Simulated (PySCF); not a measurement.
# Electronic structure of Sc (scandium, neutral) at the UHF level

Configuration: [Ar] 3d1 4s2, 2D determinant. Computed with PySCF 2.14 in cc-pVDZ-DK, with the spin-free X2C one-electron Hamiltonian (Gaussian nucleus).

```json
{
 "Total energy": "-763.283321 hartree",
 "One-electron energy": "-1044.7724 hartree",
 "Hartree (Coulomb) energy": "319.8095 hartree",
 "Exchange energy": "-38.3204 hartree",
 "⟨S²⟩": "0.7619",
 "⟨L²⟩": "6.051",
 "Sum of ⟨r⟩": "21.41 bohr",
 "Sum of ⟨r²⟩": "52.72 bohr²",
 "Traceless quadrupole moment −½Σ⟨3z² − r²⟩ along its main axis": "0.210 e·bohr²",
 "Langevin diamagnetic susceptibility": "-41.8 ×10⁻⁶ cm³/mol",
 "Time after the integrals": "0.14 s of wall time on 1 thread of Intel(R) Xeon(R) 6975P-C (shared host)"
}
```

| shell | electrons | mean orbital energy (hartree) | spread (hartree) | rms radius, mean of both spins (bohr) |
| --- | --- | --- | --- | --- |
| 1s α | 1 | -166.83212 | 0 | 0.0844 |
| 1s β | 1 | -166.83200 | 0 | 0.0844 |
| 2s α | 1 | -19.27689 | 0 | 0.370 |
| 2s β | 1 | -19.26421 | 0 | 0.370 |
| 2p α | 3 | -15.70107 | 0.00284 | 0.340 |
| 2p β | 3 | -15.68825 | 0.01821 | 0.340 |
| 3s α | 1 | -2.62147 | 0 | 1.15 |
| 3s β | 1 | -2.56723 | 0 | 1.15 |
| 3p α | 3 | -1.61145 | 0.03600 | 1.27 |
| 3p β | 3 | -1.54338 | 0.05314 | 1.27 |
| 3d α | 1 | -0.34422 | 0 | 1.92 |
| 4s α | 1 | -0.21777 | 0 | 4.22 |
| 4s β | 1 | -0.20583 | 0 | 4.22 |

Densities and radii are taken from the X2C orbitals without a picture-change correction, which distorts them close to the nucleus.
